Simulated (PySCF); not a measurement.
**Spinor energies of Pd⁴⁰⁺ (palladium, charge +40)**

Start: [He] 2s2 2p2; 2p1/2 filled at m_j = -1/2, +1/2. Calculated with PySCF 2.14 in an uncontracted even-tempered set (17 s from 19 bohr⁻², ratio 2.4; 12 p from 25 bohr⁻², ratio 2.4; 5 d from 84 bohr⁻², ratio 2.6; 4 f from 130 bohr⁻², ratio 2.6): generalised Hartree-Fock with the X2C-1e Hamiltonian and a Gaussian nucleus; one run each with spin-orbit coupling (SO) switched off, then screened by Boettger's factors.

```
spinor shell  electrons  ε, spin-free (eV)  ε, screened SO (eV)  weight of nominal j (screened SO)  rms radius, screened SO (bohr)
       1s1/2          2           -27743.7             -27730.7                              1.000                          0.0363
       2s1/2          2            -6395.5              -6391.5                              1.000                           0.142
       2p1/2          2            -6158.6              -6257.2                              1.000                           0.122
```

| quantity | spin-free | screened SO |
| --- | --- | --- |
| E (hartree) | -3112.05873 | -3120.25971 |
| M_J | 0 | 0 |
| ⟨J²⟩ | 2.000 | 0.000 |
| ⟨L²⟩ | 2.000 | 1.333 |
| ⟨S²⟩ | 2.000 | 1.333 |

Breit and QED terms are absent; they matter most for the inner s and p1/2 levels.

Densities and radii are taken from the X2C orbitals without a picture-change correction, which distorts them close to the nucleus.

Without spin-orbit coupling the j labels of p, d and f shells carry no meaning; the spin-free column gives the mean over the occupied spinors of each nl shell.
